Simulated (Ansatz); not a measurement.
Consider the formal exchange of groups at the Si–C bond: `C#C[SiH2][CH](F)[AlH2]` + `C#C` → `C#C[SiH2]C#C` + `F[CH2][AlH2]`.

Calculated with Ansatz (gas phase, PBE0-D4/def2-TZVP geometries, no zero-point term in ΔE). CCSD(T)/CBS is the MP2 limit (def2-TZVPP, def2-QZVPP) plus CCSD(T) − MP2 in def2-TZVPP, frozen cores. This one scheme is used for every species. Functionals use def2-TZVPP. One conformer a species, not always the lowest.

```json
{"level": "PBE", "ΔE (kcal/mol)": "-4.1"}
{"level": "HF/def2-QZVPP", "ΔE (kcal/mol)": "-12.5"}
```

(1) What does CCSD(T)/CBS give? (An estimate is asked.)

Largest T1 diagnostic among the species: 0.013.

Results:

(1) Computed: -4.8 kcal/mol. The listed levels differ from it by 0.7, -7.7 kcal/mol.

The D4 term adds +3.0 kcal/mol with B3LYP and +1.6 kcal/mol with PBE0; it sums over pairs of atoms, weighted by their polarisabilities, and B3LYP, whose exchange is more repulsive, gets the larger term. In def2-TZVPP, CCSD(T) changes the Hartree–Fock value by +7.2 kcal/mol (the triples alone add +1.2 kcal/mol) and MP2 by +6.5 kcal/mol.

B3LYP here is the variant with VWN-RPA as its local correlation; programs differ in this.
